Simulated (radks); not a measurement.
Bi62+, configuration [Ar] 3d3.

All-electron calculation, Dirac Kohn-Sham, relativistic LDA (MacDonald-Vosko exchange, VWN5 correlation), spin-unpolarised, spherical densities, finite nucleus; open shells fill j = l - 1/2 first; Fermi nuclear charge, rms radius 5.5211 fm. Program: a radial shooting solver on a logarithmic mesh with Libxc functionals.

Energy parts (eV):
total: -477199.06
kinetic: 570246.56
electron-nucleus: -1100544.49
Hartree: 57829.48
exchange-correlation: -4730.61

Orbitals (lengths in bohr, moments of r in powers of bohr):
orbital  occ.  eigenvalue (eV)      <r^2>       <r^4>
1s1/2       2        -94374.37  0.0003496   3.389e-07
2s1/2       2        -20614.81   0.005164  0.00004672
2p1/2       2        -20036.79   0.003621  0.00002733
2p3/2       4        -17723.04   0.004759  0.00004403
3s1/2       2        -7880.113    0.03052    0.001381
3p1/2       2        -7648.936    0.02728    0.001154
3p3/2       4        -7060.039    0.03223    0.001584
3d3/2       3        -6727.330    0.02366   0.0009416
3d5/2       0        -6594.957    0.02496    0.001034

The highest occupied level is 3d3/2 at -6727.3 eV. For comparison, the ionisation energy in NIST's Atomic Spectra Database is 6804 eV (theoretical). In exact Kohn-Sham theory the highest level is minus the ionisation energy, but local and semilocal functionals leave it too shallow, through self-interaction and a potential that decays too fast; potentials with the right tail come closer. The density falls to 0.001 e/bohr^3 at r = 0.53 bohr. Summed over all electrons, <r^2> = 0.3528 bohr^2, which gives a Langevin (diamagnetic) susceptibility term of -0.279 x 10^-6 cm^3/mol. The electron density at the nucleus is 2.908e+06 e/bohr^3.

Beside tabulated values, note that spin-unpolarised runs miss the spin-polarisation part of the exchange energy of open shells.
